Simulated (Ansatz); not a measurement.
Li₄H₄, relaxed as a singlet with RKS r2SCAN-D4/def2-TZVP in Ansatz, starting from the GFN1-xTB geometry. Force threshold 0.02 eV/Å.

Another isomer (singlet) lies 0.46 eV lower at PBE0-D4/def2-TZVP; other spin states weren't run for this one.

Start:

```xyz
8

Li   -0.0661    0.9274    0.9010
Li    0.0774   -0.9784   -0.8271
Li   -2.0828   -0.3182    0.1609
Li    2.0644    0.3795   -0.2285
H     1.0855    1.7108    0.0130
H    -1.4119   -0.5086   -1.3536
H    -1.2590    0.0078    1.5754
H     1.5926   -1.2202   -0.2409
```

Question: Estimate the energy that the relaxation releases and the steps that it takes.

Answer: 0.92 eV, in 9 steps; 12 s on 2 threads of Arm Neoverse V2 on a shared host. The force fell under the threshold at step 8, but the optimiser went on. No frequencies were taken in this run, so the end may be a saddle point.

Question: Does the start keep its bonding and symmetry?

Answer: Bonds lost: Li1–Li2 (atoms count from 1). Metal–metal contacts that move far: Li2–Li3 2.47 to 3.02 Å, Li1–Li4 2.47 to 3.02 Å, Li2–Li4 2.48 to 3.02 Å, Li1–Li3 2.48 to 3.02 Å. Point group C2 at the start, D4h at the end, both within 0.05 Å.

Question: Predict the relaxed structure.

Answer: 
```xyz
8

Li   -0.1448    1.5703    1.4411
Li    0.1449   -1.5719   -1.4376
Li   -2.0952   -0.3669    0.1893
Li    2.0968    0.3653   -0.1878
H     1.4764    1.4661    0.9465
H    -1.4775   -1.4657   -0.9484
H    -1.6959    0.9123    1.2321
H     1.6952   -0.9095   -1.2353
```
Bond lengths (bridged metal pairs left out): 8 × H–Li 1.70 Å.
